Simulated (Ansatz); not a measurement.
Reaction (cleavage of the Ge–Ge bond): `F[CH2][GeH2][GeH3]` + HI → `[GeH3][I]` + `F[CH2][GeH3]`

Isolated molecules relaxed with PBE0-D4/def2-TZVP in Ansatz; ΔE leaves out vibrations. CCSD(T)/CBS is the MP2 limit (def2-TZVPP, def2-QZVPP) plus CCSD(T) − MP2 in def2-TZVPP, frozen cores. Functionals use def2-TZVPP. B3LYP here is the variant with VWN-RPA as its local correlation; programs differ in this. Elements past krypton have def2 core potentials. For Ge, I outer-core shells are correlated without core-valence functions, which leaves a few kJ/mol of doubt a bond. Scalar relativity is left out up to krypton. Each species was taken in one conformer, which may not be the lowest.

Q: Is it downhill or uphill in electronic energy at CCSD(T)/CBS, and by how much? (An estimate is asked.)

A: The calculation gave: Downhill: ΔE = -49.2 kJ/mol.

Q: What do these levels give: PBE-D4, PBE0-D4, ωB97X-V, B2PLYP, PBE, PBE0, B3LYP, MP2/def2-TZVPP, CCSD/def2-TZVPP, CCSD(T)/def2-TZVPP, SCS-MP2/def2-QZVPP, CCSD/CBS(def2)? (Estimate.)

A: Computed: PBE-D4 -43.0, PBE0-D4 -47.6, ωB97X-V -50.8, B2PLYP -51.2, PBE -45.1, PBE0 -49.7, B3LYP -50.9, MP2/def2-TZVPP -50.4, CCSD/def2-TZVPP -45.1, CCSD(T)/def2-TZVPP -43.6, SCS-MP2/def2-QZVPP -55.9, CCSD/CBS(def2) -50.6 kJ/mol.

Largest T1 diagnostic among the species: 0.012.

The D4 term adds +3.1 kJ/mol with B3LYP and +2.1 kJ/mol with PBE0; it sums over pairs of atoms, weighted by their polarisabilities, and B3LYP, whose exchange is more repulsive, gets the larger term. From PBE to PBE0 (25 % exact exchange), in def2-TZVPP and without D4, ΔE moves by −4.6 kJ/mol. In def2-TZVPP, CCSD(T) changes the Hartree–Fock value by +25.6 kJ/mol (the triples alone add +1.5 kJ/mol) and MP2 by +18.9 kJ/mol.
